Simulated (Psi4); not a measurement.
Cl3Ga, singlet, at a GFN2-xTB geometry (such geometries of metal compounds can be far from the true shape). Base run: HF/6-31G in Psi4.

Input for Psi4:
```
memory 2 GB

molecule {
0 1
Ga    0.00000000    0.00000000   -0.00000000
Cl   -1.75999983   -1.10581726   -0.20820478
Cl    0.10032532    1.95214694   -0.73677512
Cl    1.65967451   -0.84632969    0.94497990
}

set {
  basis 6-31g
}

energy('scf')
print_variables()
```

The base run was repeated with changes; each row names its change, and settings that it needs were set with it.

```csv
change,ΔE vs base (mEh),SCF cycles,basis functions
base,0.000,8,68
df_basis_scf = def2-universal-jkfit,-489.6,8,68
soscf = true,0.000,6,68
e_convergence = 1e-10,0.000,10,68
scf_type = mem_df,0.000,8,68
ints_tolerance = 1e-8,0.000,8,68
basis_guess = sto-3g,0.000,8,68
scf_initial_accelerator = ediis,0.000,8,68
guess = huckel,0.000,8,68
scf_type = disk_df,0.000,8,68
d_convergence = 1e-10,0.000,12,68
cholesky_tolerance = 1e-6 (with scf_type cd),-489.7,8,68
basis_guess = true,0.000,6,68
```
